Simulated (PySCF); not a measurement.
C₄H₇F₃P₂S.
InChI=1S/C4H7F3P2S/c5-3(6)4(7)9(10)2-1-8/h9H,1-2,8H2

Torsions of this conformer, `[F:1][C:2]([F:3])=[C:4]([F:5])[P@@H:6](=[S:7])[CH2:8][CH2:9][PH2:10]`: C2–C4–P6–S7 -58°, C4–P6–C8–C9 -178°, P6–C8–C9–P10 -66°, H–P10–C9–C8 -85°, H–P10–C9–C8 180°.

The closed-shell ground state was solved at several levels (PySCF, density fitting, gas phase, non-relativistic). The structure is a single PBE0-D3(BJ)/def2-SVP conformer in the gas phase; no vibrational or solvent corrections.

```json
{"level": "PBE0/pcSseg-1", "basis functions": "226", "total energy (Eh)": "-1536.0671", "HOMO (eV)": "-6.91", "LUMO (eV)": "-0.84", "gap (eV)": "6.07", "dipole (D)": "4.15"}
{"level": "CAM-B3LYP/def2-SVPD", "basis functions": "280", "total energy (Eh)": "-1536.2403", "HOMO (eV)": "-8.18", "LUMO (eV)": "0.15", "gap (eV)": "8.33", "dipole (D)": "4.07"}
```

Question: Estimate the row for B3LYP/pcSseg-1, a basis of 226 functions; the other rows only guide the guess.

Answer: Total energy -1536.9903 Eh, HOMO -6.63 eV, LUMO -1.04 eV, gap 5.59 eV, dipole 4.00 D.

Question: Over all these levels, which gives the widest orbital gap and which the narrowest?

Answer: CAM-B3LYP/def2-SVPD (range-separated hybrid) has the widest, 8.33 eV, and B3LYP/pcSseg-1 (global hybrid, 20 % exact exchange) the narrowest, 5.59 eV. Functional and basis both differ between the two, so the spread mixes both effects.

Question: How far do the dipole and the HOMO energy spread over the levels?

Answer: The dipole runs from 4.00 to 4.15 D (mean 4.07 D) and the HOMO from -8.18 to -6.63 eV.
